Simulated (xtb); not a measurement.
C$_{6}$H$_{12}$, charge +1, doublet, at a GFN2-xTB geometry (a state made from the parent by changing its charge; the spin is typed, not shown lowest); xtb with GFN2-xTB.

The xtb input:
```
$ xtb mol.xyz --gfn 2 --chrg 1 --uhf 1 --hess --json

# file mol.xyz
18

C     -0.67842356     1.14566580    -0.71500841
C      0.72752875     1.22303846    -0.09487871
C      1.41426761    -0.10742425    -0.14976745
C      0.67842356    -1.14566580     0.71500841
C     -0.72752875    -1.22303846     0.09487871
C     -1.41426761     0.10742425     0.14976745
H     -0.62464672     0.81515136    -1.75139328
H     -1.17730116     2.11212942    -0.67533345
H      1.26233163     1.96163156    -0.70888014
H      0.67697377     1.60144391     0.92725319
H      1.51121961    -0.46166252    -1.17719904
H      2.42054828    -0.04330111     0.28820410
H      1.17730116    -2.11212942     0.67533345
H      0.62464672    -0.81515136     1.75139328
H     -1.26233163    -1.96163156     0.70888014
H     -0.67697377    -1.60144391    -0.92725319
H     -1.51121961     0.46166252     1.17719904
H     -2.42054828     0.04330111    -0.28820410
```

Q: What does xtb print? Leave out banner, timings and long lists.

A: 
```
   ID    Z sym.   atoms
    1    6 C      1-6
    2    1 H      7-18

           -------------------------------------------------
          |                Calculation Setup                |
           -------------------------------------------------

           -------------------------------------------------
          |                 G F N 2 - x T B                 |
           -------------------------------------------------

          ...................................................
          :                      SETUP                      :
          :.................................................:
          :  # basis functions                  36          :
          :  # atomic orbitals                  36          :
          :  # shells                           24          :
          :  # electrons                        35          :
          :  max. iterations                   250          :
          :  Hamiltonian                  GFN2-xTB          :
          :  restarted?                      false          :
          :  GBSA solvation                  false          :
          :  PC potential                    false          :
          :  electronic temp.          300.0000000     K    :
          :  accuracy                    1.0000000          :
          :  -> integral cutoff          0.2500000E+02      :
          :  -> integral neglect         0.1000000E-07      :
          :  -> SCF convergence          0.1000000E-05 Eh   :
          :  -> wf. convergence          0.1000000E-03 e    :
          :  Broyden damping             0.4000000          :
          :  net charge                          1          :
          :  unpaired electrons                  1          :
          ...................................................

 iter      E             dE          RMSdq      gap      omega  full diag
   1    -18.7372484 -0.187372E+02  0.264E+00   12.54       0.0  T
   2    -18.7656312 -0.283828E-01  0.155E+00   12.44       1.0  T
   3    -18.7662698 -0.638604E-03  0.608E-01   12.43       1.0  T
   4    -18.7663506 -0.808649E-04  0.928E-02   12.43       1.0  T
   5    -18.7663528 -0.216866E-05  0.190E-02   12.43       1.2  T
   6    -18.7663550 -0.215630E-05  0.667E-03   12.42       3.5  T
   7    -18.7663550 -0.629222E-07  0.581E-04   12.42      40.6  T
   8    -18.7663550 -0.319034E-09  0.177E-04   12.42     132.8  T

   *** convergence criteria satisfied after 8 iterations ***

         :::::::::::::::::::::::::::::::::::::::::::::::::::::
         ::                     SUMMARY                     ::
         :::::::::::::::::::::::::::::::::::::::::::::::::::::
         :: total energy             -18.485105219756 Eh    ::
         :: gradient norm              0.000037354034 Eh/a0 ::
         :: HOMO-LUMO gap             12.424637086724 eV    ::
         ::.................................................::
         :: SCC energy               -18.766327543080 Eh    ::
         :: -> isotropic ES            0.086198906340 Eh    ::
         :: -> anisotropic ES         -0.012756186906 Eh    ::
         :: -> anisotropic XC          0.013602993979 Eh    ::
         :: -> dispersion             -0.009467447241 Eh    ::
         :: repulsion energy           0.281222323324 Eh    ::
         :: add. restraining           0.000000000000 Eh    ::
         :: total charge               1.000000000121 e     ::
         :::::::::::::::::::::::::::::::::::::::::::::::::::::

           -------------------------------------------------
          |                Numerical Hessian                |
           -------------------------------------------------
step length          :   0.00500
SCC accuracy         :   0.30000
Hessian scale factor :   1.00000
frozen atoms in %    :   0.00000    0
RMS gradient         :   0.00004
estimated CPU  time      0.01 min

writing file <hessian>.

 projected vibrational frequencies (cm⁻¹)
eigval :       -0.00    -0.00    -0.00     0.00     0.00     0.00
eigval :      223.00   244.30   244.79   389.26   409.10   531.41
eigval :      651.57   807.09   821.55   858.59   864.58   866.64
eigval :      901.50   905.28   940.48   955.81  1016.19  1041.23
eigval :     1066.42  1087.34  1094.28  1132.85  1164.37  1168.06
eigval :     1194.96  1229.25  1240.27  1258.54  1279.48  1325.75
eigval :     1344.37  1363.03  1410.00  1412.59  1453.91  1458.36
eigval :     2868.06  2875.17  2875.74  2886.72  2992.88  2994.40
eigval :     3001.09  3002.13  3020.44  3023.63  3030.98  3032.62
           -------------------------------------------------
          |                Property Printout                |
           -------------------------------------------------

    * Orbital Energies and Occupations

         #    Occupation            Energy/Eh            Energy/eV
      -------------------------------------------------------------
         1        2.0000           -0.8391564             -22.8346
       ...           ...                  ...                  ...
         6        2.0000           -0.7432025             -20.2236
         7        2.0000           -0.7185997             -19.5541
         8        2.0000           -0.6950882             -18.9143
         9        2.0000           -0.6931601             -18.8618
        10        2.0000           -0.6826979             -18.5772
        11        2.0000           -0.6728098             -18.3081
        12        2.0000           -0.6603660             -17.9695
        13        2.0000           -0.6551805             -17.8284
        14        2.0000           -0.6302576             -17.1502
        15        2.0000           -0.6281672             -17.0933
        16        2.0000           -0.6137350             -16.7006
        17        1.9998           -0.6099989             -16.5989
        18        1.0002           -0.5937856             -16.1577 (HOMO)
        19                         -0.1371886              -3.7331 (LUMO)
[...]
eigval :      651.57   807.09   821.55   858.59   864.58   866.64
eigval :      901.50   905.28   940.48   955.81  1016.19  1041.23
eigval :     1066.42  1087.34  1094.28  1132.85  1164.37  1168.06
eigval :     1194.96  1229.25  1240.27  1258.54  1279.48  1325.75
eigval :     1344.37  1363.03  1410.00  1412.59  1453.91  1458.36
eigval :     2868.06  2875.17  2875.74  2886.72  2992.88  2994.40
eigval :     3001.09  3002.13  3020.44  3023.63  3030.98  3032.62
 reduced masses (amu)
   1:  9.13   2:  9.19   3:  9.67   4:  9.53   5: 10.08   6: 10.07   7:  6.52   8: 10.13
   9:  6.25  10:  5.65  11:  9.43  12:  5.36  13:  5.61  14:  8.28  15:  4.31  16:  5.56
  17:  7.50  18:  8.58  19:  4.25  20:  5.04  21:  5.57  22:  2.28  23:  1.06  24:  4.93
  25:  2.84  26:  6.17  27:  4.91  28:  7.81  29:  1.28  30:  4.34  31:  6.92  32:  3.54
  33:  3.69  34:  3.09  35:  3.84  36:  4.28  37:  2.60  38:  2.50  39:  3.10  40:  2.67
  41:  1.90  42:  2.03  43:  1.68  44:  1.70  45:  1.76  46:  1.79  47:  1.71  48:  1.69
  49:  1.78  50:  1.79  51:  1.79  52:  1.79  53:  1.75  54:  1.74
 IR intensities (km·mol⁻¹)
   1:  3.43   2:  3.30   3:  5.13   4:  5.54   5:  9.06   6:  9.04   7:  6.74   8:  0.00
   9:  3.45  10:  0.00  11:  0.00  12: 25.84  13:  0.00  14:  0.00  15:  0.00  16:150.97
  17:  4.75  18:  0.00  19: 57.93  20: 95.49  21:  7.03  22:  0.00  23:  0.00  24: 22.52
  25:  0.00  26:258.81  27:  0.15  28:  0.00  29:  0.00  30:  7.93  31:  0.00  32: 24.85
  33:  0.00  34:  6.24  35:  6.51  36:  0.00  37: 57.99  38:  0.00  39: 30.22  40:  0.00
  41: 12.06  42:  0.00  43:  0.00  44: 69.07  45:245.28  46:  0.00  47:  5.43  48:  0.00
  49:  8.55  50:  0.00  51:  0.00  52: 26.58  53:  0.00  54:  1.36
 Raman intensities (Ä⁴*amu⁻¹)
   1:  0.00   2:  0.00   3:  0.00   4:  0.00   5:  0.00   6:  0.00   7:  0.00   8:  0.00
   9:  0.00  10:  0.00  11:  0.00  12:  0.00  13:  0.00  14:  0.00  15:  0.00  16:  0.00
  17:  0.00  18:  0.00  19:  0.00  20:  0.00  21:  0.00  22:  0.00  23:  0.00  24:  0.00
  25:  0.00  26:  0.00  27:  0.00  28:  0.00  29:  0.00  30:  0.00  31:  0.00  32:  0.00
  33:  0.00  34:  0.00  35:  0.00  36:  0.00  37:  0.00  38:  0.00  39:  0.00  40:  0.00
  41:  0.00  42:  0.00  43:  0.00  44:  0.00  45:  0.00  46:  0.00  47:  0.00  48:  0.00
  49:  0.00  50:  0.00  51:  0.00  52:  0.00  53:  0.00  54:  0.00
 output can be read by thermo (or use thermo option).
Molecule has the following symmetry elements: (i) (C2) (sigma)
It seems to be the C2h point group
 writing <g98.out> molden fake output.
 recommended (thermochemical) frequency scaling factor: 1.0
           -------------------------------------------------
          |             Thermodynamic Functions             |
           -------------------------------------------------

c2h symmetry found (for desy threshold:  0.10E+00) used in thermo

          ...................................................
          :                      SETUP                      :
          :.................................................:
          :  # frequencies                          48      :
          :  # imaginary freq.                       0      :
          :  linear?                             false      :
          :  only rotor calc.                    false      :
          :  symmetry                              c2h      :
          :  rotational number                       2      :
          :  scaling factor                  1.0000000      :
          :  rotor cutoff                   50.0000000 cm⁻¹ :
          :  imag. cutoff                  -20.0000000 cm⁻¹ :
          :.................................................:

    mode    ω/cm⁻¹     T·S(HO)/kcal·mol⁻¹    T·S(FR)/kcal·mol⁻¹   T·S(vib)
   ------------------------------------------------------------------------
       1    223.00    -0.57680 ( 99.75%)    -0.61347 (  0.25%)    -0.57690
       2    244.30    -0.52813 ( 99.82%)    -0.58646 (  0.18%)    -0.52823
       3    244.79    -0.52707 ( 99.83%)    -0.58586 (  0.17%)    -0.52717
   ------------------------------------------------------------------------

   temp. (K)  partition function   enthalpy   heat capacity  entropy
                                   cal/mol     cal/K/mol   cal/K/mol   J/K/mol
 298.15  VIB   5.97                 2091.979     19.128     10.568
         ROT  0.615E+05              888.752      2.981     24.892
         INT  0.367E+06             2980.731     22.109     35.461
         TR   0.747E+27             1481.254      4.968     39.186
         TOT                        4461.9850    27.0770    74.6471   312.3233

       T/K    H(0)-H(T)+PV         H(T)/Eh          T*S/Eh         G(T)/Eh
   ------------------------------------------------------------------------
    298.15    0.711063E-02    0.168769E+00    0.354672E-01    0.133302E+00
   ------------------------------------------------------------------------

         :::::::::::::::::::::::::::::::::::::::::::::::::::::
         ::                  THERMODYNAMIC                  ::
         :::::::::::::::::::::::::::::::::::::::::::::::::::::
         :: total free energy         -18.351802949233 Eh   ::
         ::.................................................::
         :: total energy              -18.485105219761 Eh   ::
         :: zero point energy           0.161658873468 Eh   ::
         :: G(RRHO) w/o ZPVE           -0.028356602940 Eh   ::
         :: G(RRHO) contrib.            0.133302270528 Eh   ::
         :::::::::::::::::::::::::::::::::::::::::::::::::::::

           -------------------------------------------------
          | TOTAL ENERGY              -18.485105219761 Eh   |
          | TOTAL ENTHALPY            -18.316335720616 Eh   |
          | TOTAL FREE ENERGY         -18.351802949233 Eh   |
          | GRADIENT NORM               0.000037116304 Eh/α |
          | HOMO-LUMO GAP              12.424636490627 eV   |
           -------------------------------------------------

normal termination of xtb
```
